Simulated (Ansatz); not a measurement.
Basis sets compared for FeO3(NH) (FeNO3H). Total charge 0; singlet. Geometry PBE-D4/def2-SVP. Ansatz on 4 threads of Arm Neoverse V1 on a shared host; times are rough, and most runs start from earlier orbitals.

Cartesian coordinates in Å:
```
Fe -0.157 0.313 0.211
O -1.482 0.438 -0.670
O -0.459 0.495 1.752
O 0.893 1.393 -0.317
N 0.487 -1.215 0.011
H 0.719 -1.423 -0.988
```

The restricted singlet is unstable towards broken spin symmetry in Hartree–Fock (as tested in another run); at PBE-D4/def2-SVP, PBE-D4/def2-TZVP, PBE-D4/def2-TZVPD, r2SCAN-D4/def2-TZVP and others this wasn't settled. The order of the spin states hangs on the level: the triplet lies 0.58 eV below the singlet at PBE0-D4/def2-TZVP, but 0.55 eV above it at PBE-D4/def2-TZVP. The singlet is doubtful at PBE0-D4/def2-TZVP (restricted singlet with a triplet 0.58 eV lower at the same geometry).

| level | functions | energy (Eh) | HOMO (eV) | LUMO (eV) | wall time |
| --- | --- | --- | --- | --- | --- |
| PBE-D4/def2-SVP | 92 | -1543.7416 | -7.41 | -6.54 | 0.85 s |
| PBE-D4/def2-TZVP | 175 | -1544.2674 | -7.50 | -6.61 | 1.5 s |
| r2SCAN-D4/def2-TZVP (with forces) | 175 | -1544.5782 | -7.81 | -6.85 | 4 s |
| PBE0-D4/def2-SVP | 92 | -1543.5491 | -8.80 | -6.19 | 1.2 s |

**Question.** Estimate the rows for PBE-D4/def2-TZVPD, r2SCAN-D4/def2-TZVPD, PBE0-D4/def2-TZVPD.

**Answer.** 
```
               level  functions  energy (Eh)  HOMO (eV)  LUMO (eV)  wall time
   PBE-D4/def2-TZVPD        214   -1544.2706      -7.55      -6.66      2.2 s
r2SCAN-D4/def2-TZVPD        214   -1544.5809      -7.83      -6.86      4.8 s
  PBE0-D4/def2-TZVPD        214   -1544.0810      -8.84      -6.16      3.4 s
```
